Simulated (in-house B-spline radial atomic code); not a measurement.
O⁴⁺. Computed with a B-spline radial atomic code. Model: all-electron spherical atom, spin shells full or empty, radial basis limit, no spin-orbit coupling, Breit or QED, empty-state partial waves extrapolated as (l+1/2)^-4, RPA, G0W0 and static COHSEX of the highest shell as one setting changes (uncorrelated shells keep exact exchange).

Empty levels are discrete states of a finite basis, so the steps are uneven.

Given: element O; charge 4; filled core He; hamiltonian non-relativistic; mean-field start PBE0; highest l of empty states 9; lowest nl shells left uncorrelated 0; highest mean-field shell 2s; box radius 11.96 bohr.

Shell: 2s 1 1 (electrons up and down).

```
highest empty level kept (hartree)  RPA correlation energy (hartree)  G0W0 level (eV)  G0W0 minus most complete (meV)  COHSEX level (eV)  linearised minus solved G0W0 (meV)
                              8.33                          -0.14784          -113.47                           273.1             -116.4                                62.2
                             16.67                          -0.16056          -113.56                           176.7            -116.77                                63.3
                             29.17                                 ?                ?                               ?                  ?                                   ?
                                50                           -0.1913          -113.65                            85.6            -117.13                                64.4
                             83.33                          -0.20768          -113.68                            59.2             -117.2                                64.7
                               150                          -0.22188           -113.7                            35.1            -117.27                                65.1
                               250                                 ?                ?                               ?                  ?                                   ?
                               500                          -0.23891          -113.73                             6.6            -117.36                                65.5
                              1000                          -0.24118          -113.74                             2.6            -117.37                                65.5
                            2083.3                          -0.24218          -113.74                             0.8            -117.37                                65.5
                              5000                          -0.24252          -113.74                             0.1            -117.37                                65.5
                             16667                          -0.24257          -113.74                               0            -117.37                                65.5
```

Task: What follows for highest empty level kept = 250?

Result: RPA correlation energy -0.23165 hartree; G0W0 level -113.72 eV; G0W0 minus most complete 19.1 meV; COHSEX level -117.32 eV; linearised minus solved G0W0 65.3 meV.

Task: What follows for highest empty level kept = 29.17?

Result: RPA correlation energy -0.17623 hartree; G0W0 level -113.62 eV; G0W0 minus most complete 118.2 meV; COHSEX level -117.03 eV; linearised minus solved G0W0 63.9 meV.
